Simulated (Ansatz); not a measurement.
Program: Ansatz. Geometries: PBE0-D4/def2-TZVP. ΔE: electronic, gas phase. CCSD(T)/CBS adds triple-zeta CCSD(T) − MP2 to the extrapolated MP2 energy (def2 sets, frozen cores). This one scheme is used for every species. Functionals use def2-TZVPP. B3LYP here is the variant with VWN-RPA as its local correlation; programs differ in this. For Se, Zn outer-core shells are correlated without core-valence functions, which leaves a few kJ/mol of doubt a bond. Scalar relativity is left out up to krypton. Each species was taken in one conformer, which may not be the lowest.

Consider the cleavage of the Zn–B bond: `[OH][Zn][B](F)F` + H₂Se → `[OH][Zn][SeH]` + `FBF`.

CCSD(T)/CBS gives -123.7 kJ/mol.

**Question.** Another level gave -115.4 kJ/mol. Which?
A. B97M-V/def2-TZVPP
B. B3LYP/def2-TZVPP
C. r2SCAN0/def2-TZVPP
D. B2PLYP/def2-TZVPP

**Answer.** D. B2PLYP -115.4, r2SCAN0 -120.2, B3LYP -110.6, B97M-V -106.2 kJ/mol.

Largest T1 diagnostic among the species: 0.016.

From r2SCAN to r2SCAN0 (25 % exact exchange), in def2-TZVPP and without D4, ΔE moves by −8.8 kJ/mol. At CCSD(T), def2-SVP lies +8.0 kJ/mol from the extrapolated value and def2-TZVPP +9.5 kJ/mol. Leaving LDA and LC-ωPBE aside and taking each functional with its dispersion term where it has one, the values, not all of them listed here, spread over 24.8 kJ/mol, from BHLYP-D4 to revPBE-D4. LDA lies +4.4 kJ/mol from PBE without D4.

CCSD(T)/CBS has its own doubt, a few kJ/mol and more with outer-core shells, so smaller differences from it don't rank the levels.
